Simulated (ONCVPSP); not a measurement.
Scattering properties, ONCV potential for N (Z = 7)

| Property | Result |
| --- | --- |
| Element | nitrogen |
| Generator | ONCVPSP 4.0.1 |
| Type | optimised norm-conserving Vanderbilt (ONCV) |
| Functional | LDA (Perdew-Wang 92) |
| Relativity | non-relativistic |
| Frozen core | [He] |
| Valence charge | 5 |
| Reference configuration | 2s2 2p1 (charge +2) |
| Partial waves | 2s: rc 0.95 bohr, ncon 3, nbas 8, qcut 6.8 1/bohr, 3 projectors, debl 1.9 Ha; 2p: rc 1.05 bohr, ncon 4, nbas 8, qcut 9.5 1/bohr, 3 projectors, debl 2 Ha; d scattering state at 0.2 Ha: rc 1.05 bohr, ncon 3, nbas 6, qcut 8.1 1/bohr, 2 projectors, debl 3.2 Ha |
| Local potential | polynomial inside 0.90 bohr (lpopt 5, dvloc0 6 Ha) |
| Core correction | none |

The phase is arctan(r·R′/R) of the radial function R(r), unwrapped; energies in Ha, scanned from -3 to 5 Ha. A pole is an energy at which the radial function vanishes at the test radius. The pseudo phase is shifted by a multiple of π to meet the all-electron one at the reference energy, and phase errors are pseudo minus all-electron; the curves can meet again beyond the range given. Levels narrower than the energy grid can be missing from the lists of poles.

```csv
channel,radius (bohr),reference energy (Ha),"poles, all-electron","poles, pseudo",unbroken range about the reference energy with phases within 0.05 rad,phase error 1 Ha above the reference energy (rad)
s,0.96,-1.80,4.38,4.38,the whole range,+0.000
p,1.06,-1.38,1.37,1.37,the whole range,+0.000
d,1.06,0.20,none,none,the whole range,-0.000
```

Phases in the p channel:

```json
{"E (Ha)": "-2.98", "all-electron": "0.237", "pseudo": "0.237"}
{"E (Ha)": "-2.76", "all-electron": "0.071", "pseudo": "0.071"}
{"E (Ha)": "-2.54", "all-electron": "-0.111", "pseudo": "-0.111"}
{"E (Ha)": "-2.32", "all-electron": "-0.299", "pseudo": "-0.299"}
{"E (Ha)": "-2.10", "all-electron": "-0.483", "pseudo": "-0.483"}
{"E (Ha)": "-1.88", "all-electron": "-0.650", "pseudo": "-0.650"}
{"E (Ha)": "-1.66", "all-electron": "-0.797", "pseudo": "-0.797"}
{"E (Ha)": "-1.44", "all-electron": "-0.922", "pseudo": "-0.922"}
{"E (Ha)": "-1.22", "all-electron": "-1.026", "pseudo": "-1.026"}
{"E (Ha)": "-1.00", "all-electron": "-1.114", "pseudo": "-1.114"}
{"E (Ha)": "-0.78", "all-electron": "-1.188", "pseudo": "-1.188"}
{"E (Ha)": "-0.56", "all-electron": "-1.251", "pseudo": "-1.251"}
{"E (Ha)": "-0.34", "all-electron": "-1.306", "pseudo": "-1.306"}
{"E (Ha)": "-0.12", "all-electron": "-1.353", "pseudo": "-1.353"}
{"E (Ha)": "0.10", "all-electron": "-1.395", "pseudo": "-1.395"}
{"E (Ha)": "0.32", "all-electron": "-1.432", "pseudo": "-1.432"}
{"E (Ha)": "0.54", "all-electron": "-1.466", "pseudo": "-1.466"}
{"E (Ha)": "0.76", "all-electron": "-1.496", "pseudo": "-1.496"}
{"E (Ha)": "0.98", "all-electron": "-1.525", "pseudo": "-1.525"}
{"E (Ha)": "1.20", "all-electron": "-1.552", "pseudo": "-1.552"}
{"E (Ha)": "1.42", "all-electron": "-1.577", "pseudo": "-1.577"}
{"E (Ha)": "1.64", "all-electron": "-1.601", "pseudo": "-1.601"}
{"E (Ha)": "1.86", "all-electron": "-1.625", "pseudo": "-1.625"}
{"E (Ha)": "2.08", "all-electron": "-1.648", "pseudo": "-1.648"}
{"E (Ha)": "2.30", "all-electron": "-1.671", "pseudo": "-1.671"}
{"E (Ha)": "2.52", "all-electron": "-1.695", "pseudo": "-1.695"}
{"E (Ha)": "2.74", "all-electron": "-1.718", "pseudo": "-1.718"}
{"E (Ha)": "2.96", "all-electron": "-1.743", "pseudo": "-1.743"}
{"E (Ha)": "3.18", "all-electron": "-1.769", "pseudo": "-1.769"}
{"E (Ha)": "3.40", "all-electron": "-1.796", "pseudo": "-1.796"}
{"E (Ha)": "3.62", "all-electron": "-1.825", "pseudo": "-1.825"}
{"E (Ha)": "3.84", "all-electron": "-1.857", "pseudo": "-1.857"}
{"E (Ha)": "4.06", "all-electron": "-1.892", "pseudo": "-1.892"}
{"E (Ha)": "4.28", "all-electron": "-1.931", "pseudo": "-1.931"}
{"E (Ha)": "4.50", "all-electron": "-1.975", "pseudo": "-1.975"}
{"E (Ha)": "4.72", "all-electron": "-2.026", "pseudo": "-2.026"}
{"E (Ha)": "4.94", "all-electron": "-2.086", "pseudo": "-2.086"}
```
